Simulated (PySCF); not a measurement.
InH, SMILES [InH] (connectivity only; charge and spin as stated), neutral, multiplicity 1.

Geometry optimised at B3LYP-D3(BJ)/def2-TZVPD. The def2 effective core potentials stand for the cores of In; spin–orbit coupling is left out.

These are TDA-ωB97X/def2-TZVPD (PySCF) values and carry that method's errors.

Vertical excitations; the highest root listed may be one member of a degenerate set. Gas-phase values at a fixed geometry. State labels are in the subgroup C2v.

Give excitation energies, oscillator strengths and character. (Estimate from the structure and the level; the computed values follow.)


```json
[
 {"state": "S1", "symmetry": "B2", "energy (eV)": "2.81", "λ (nm)": "442", "f": "0.038", "main pairs": "HOMO→LUMO+1 (degenerate set)"},
 {"state": "S2", "symmetry": "B1", "energy (eV)": "2.81", "λ (nm)": "442", "f": "0.038", "main pairs": "HOMO→LUMO (degenerate set)"},
 {"state": "S3", "symmetry": "A1", "energy (eV)": "5.44", "λ (nm)": "228", "f": "0.317", "main pairs": "HOMO→LUMO+2 96 %"},
 {"state": "S4", "symmetry": "A1", "energy (eV)": "6.43", "λ (nm)": "193", "f": "0.411", "main pairs": "HOMO→LUMO+3 97 %"},
 {"state": "S5", "symmetry": "B2", "energy (eV)": "6.73", "λ (nm)": "184", "f": "0.226", "main pairs": "HOMO→LUMO+7 (degenerate set)"},
 {"state": "S6", "symmetry": "B1", "energy (eV)": "6.73", "λ (nm)": "184", "f": "0.226", "main pairs": "HOMO→LUMO+6 (degenerate set)"},
 {"state": "S7", "symmetry": "A1", "energy (eV)": "6.77", "λ (nm)": "183", "f": "0.000", "main pairs": "HOMO→LUMO+4 (degenerate set)"},
 {"state": "S8", "symmetry": "A2", "energy (eV)": "6.77", "λ (nm)": "183", "f": "0.000", "main pairs": "HOMO→LUMO+5 (degenerate set)"},
 {"state": "S9", "symmetry": "B2", "energy (eV)": "7.35", "λ (nm)": "169", "f": "0.018", "main pairs": "HOMO→LUMO+10 (degenerate set)"},
 {"state": "S10", "symmetry": "B1", "energy (eV)": "7.35", "λ (nm)": "169", "f": "0.018", "main pairs": "HOMO→LUMO+9 (degenerate set)"},
 {"state": "T1", "symmetry": "B2", "energy (eV)": "2.22", "λ (nm)": "559", "f": "0", "main pairs": "HOMO→LUMO+1 (degenerate set)"},
 {"state": "T2", "symmetry": "B1", "energy (eV)": "2.22", "λ (nm)": "559", "f": "0", "main pairs": "HOMO→LUMO (degenerate set)"},
 {"state": "T3", "symmetry": "A1", "energy (eV)": "5.07", "λ (nm)": "245", "f": "0", "main pairs": "HOMO→LUMO+2 52 %, HOMO→LUMO+3 34 %, HOMO→LUMO+11 12 %"},
 {"state": "T4", "symmetry": "A1", "energy (eV)": "5.61", "λ (nm)": "221", "f": "0", "main pairs": "HOMO→LUMO+3 48 %, HOMO→LUMO+2 45 %"}
]
```
Triplets are in the Tamm–Dancoff approximation.
